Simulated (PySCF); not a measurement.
A species of formula C7H7NO has this rotational fingerprint, computed with PBE0/def2-SVPD in PySCF (dipole) on a GFN2-xTB geometry, gas phase:

```
Rotational constants : A = 3858, B = 1229, C = 937.5 MHz
Dipole components    : |μa| = 0.57 D, |μb| = 2.42 D, |μc| = 0.00 D
Inertial defect      : -3.15 u·Å²
κ                    : -0.80
```

Question: Which structure is it? (One computed conformer of each.)
A. `[N:1]#[C:2][CH2:3][C@@H:4]1[CH2:5][CH:6]=[CH:7][C:8]1=[O:9]` with C2–C3–C4–C5 -66°
B. `[CH2:1]=[CH:2][c:3]1[cH:4][n:5][cH:6][cH:7][c:8]1[OH:9]` with C1–C2–C3–C4 -33°, C7–C8–O9–H 178°
C. `[CH3:1][C:2](=[O:3])[c:4]1[cH:5][cH:6][n:7][cH:8][cH:9]1` with C1–C2–C4–C5 180°

Answer: C. It is CC(=O)c1ccncc1, an asymmetric top, point group Cs. The candidates at the same level (rigid rotor, commonest isotopes):

```tsv
SMILES	A (MHz)	B (MHz)	C (MHz)	μa (D)	μb (D)	μc (D)	Δ (u·Å²)	point group	rotor
N#CC[C@@H]1CC=CC1=O	3234	1164	892.6	2.97	2.62	0.78	-24.19	C1	asymmetric top
CC(=O)c1ccncc1	3858	1229	937.5	0.57	2.42	0.00	-3.15	Cs	asymmetric top
C=Cc1cnccc1O	2637	1597	1007	2.15	1.55	0.03	-6.15	C1	asymmetric top
```

`N#CC[C@@H]1CC=CC1=O` has A 16 % too low; `C=Cc1cnccc1O` has A 32 % too low. In the right answer the mirror of this Cs structure is the ab plane, so μc vanishes by symmetry. No structure here is proved a minimum.
